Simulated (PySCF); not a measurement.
**Dipole moment and polarisability of `[BH3-][N+]#CCB(O)O`**

Species: C2H7B2NO2.
Numbering: `[BH3-:1][N+:2]#[C:3][CH2:4][B:5]([OH:6])[OH:7]` (hydrogens: H8, H9, H10 on B1; H11, H12 on C4; H13 on O6; H14 on O7)

Geometry (PBE0-D3(BJ)/def2-SVP, Å), atoms numbered from 1 in this order:
```xyz
14
C2H7B2NO2 angstrom
B      2.8613    0.9165   -0.2477
N      1.5823    0.1064   -0.0034
C      0.6251   -0.5063    0.1829
C     -0.6036   -1.2289    0.4065
B     -1.8575   -0.3006    0.0504
O     -2.2064   -0.2245   -1.2546
O     -2.4599    0.3266    1.0869
H      2.5437    1.8364   -0.9915
H      3.6593    0.1446   -0.7642
H      3.2284    1.3058    0.8539
H     -0.6460   -1.5403    1.4616
H     -0.6061   -2.1274   -0.2308
H     -2.9347    0.3653   -1.4720
H     -3.1930    0.9107    0.8692
```

Level: PBE0/def2-SVPD (PySCF), static field, nuclei fixed, core orbitals frozen in the response. The polarisability tensor in these axes (au):

```
x   97.88 13.28 -4.25
y   13.28 67.51 -2.57
z   -4.25 -2.57 61.95
```

Q: Diagonalise the tensor; give its mean and Δα, where Δα² is half the sum of the squared differences of the eigenvalues.

A: Principal values 60.88, 63.02 and 103.44 au; mean 75.78 au = 11.23 Å³ = 12.49 × 10⁻⁴⁰ C²·m²/J; Δα = 41.53 au (55 % of the mean).

Q: What is the dipole moment, and where does it point?

A: (-8.82, -2.10, 0.50) D, 9.08 D in size, pointing from the negative to the positive side. Measured along this direction, the outermost atoms are H9 at the negative end and H14 at the positive end.

Q: What molar refraction does this α imply?

A: Lorentz–Lorenz: R = (4π/3)N_A α = 2.5225 cm³/(mol·Å³) × 11.23 Å³ = 28.3 cm³/mol, in the limit of long wavelengths.

Q: What would n − 1 = 2πNα be for an ideal gas of these molecules at 400 K and 1 atm, electronic part alone?

A: N = p/kT = 1.8347 × 10¹⁹ cm⁻³, so n − 1 = 2π × N × 11.23 × 10⁻²⁴ cm³ = 1295 × 10⁻⁶ at long wavelengths, for an ideal gas.

Q: How large is μ²/3kT at 400 K beside α?

A: In Gaussian units μ²/3kT = 497.45 Å³ against 11.23 Å³, a ratio of 44.30; the Debye molar polarisation (4π/3)N_A(α + μ²/3kT) is 1283.2 cm³/mol, leaving out the vibrational part.

Q: Traceless (Buckingham) quadrupole moment about the centre of nuclear charge: eigenvalues?

A: -21.78, 1.19, 20.60 D·Å. The values depend on the origin, since the dipole doesn't vanish. The electronic extent ⟨r²⟩ about the same centre is 1071 bohr², a root-mean-square distance of 2.40 Å for the 52 electrons.

Q: Rayleigh depolarisation ratio (linearly polarised light, static tensor)?

A: ρ = 3Δα²/(45ᾱ² + 4Δα²) = 5174.3/(258413 + 6899.0) = 0.0195.

Isolated species at its PBE0-D3(BJ)/def2-SVP geometry (one conformer only).
